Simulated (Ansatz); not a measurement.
Isolated molecules relaxed with PBE0-D4/def2-TZVP in Ansatz; ΔE leaves out vibrations. CBS: MP2 limit from def2 TZ/QZ plus the TZ coupled-cluster correction, frozen cores. DFT in def2-TZVPP. B3LYP here is the variant with VWN-RPA as its local correlation; programs differ in this. Each species was taken in one conformer, which may not be the lowest.

Consider the ligand exchange at the Si–C bond: `NB([SiH3])C[SiH3]` + `NCBCl` → `[SiH3]NCBCl` + `CB(N)[SiH3]`.

Is it downhill or uphill in electronic energy at CCSD(T)/CBS, and by how much? (Best estimate.)

Computed: Downhill: ΔE = -7.1 kcal/mol.

What do these levels give: r2SCAN-D4, PBE0-D4, B3LYP-D4, B2PLYP, PBE, r2SCAN, B3LYP, HF/def2-TZVPP, HF/def2-QZVPP, MP2/def2-QZVPP, SCS-MP2/def2-QZVPP, CCSD/CBS(def2)? (An estimate is asked.)

The calculation gave: r2SCAN-D4 -6.5, PBE0-D4 -5.7, B3LYP-D4 -7.5, B2PLYP -8.1, PBE -5.7, r2SCAN -6.6, B3LYP -8.3, HF/def2-TZVPP -10.2, HF/def2-QZVPP -10.3, MP2/def2-QZVPP -7.3, SCS-MP2/def2-QZVPP -8.1, CCSD/CBS(def2) -7.6 kcal/mol.

Largest T1 diagnostic among the species: 0.013.

In def2-TZVPP, CCSD(T) changes the Hartree–Fock value by +3.1 kcal/mol (the triples alone add +0.5 kcal/mol) and MP2 by +3.0 kcal/mol. The D4 term adds +0.8 kcal/mol with B3LYP and +0.5 kcal/mol with PBE0; it sums over pairs of atoms, weighted by their polarisabilities, and B3LYP, whose exchange is more repulsive, gets the larger term.
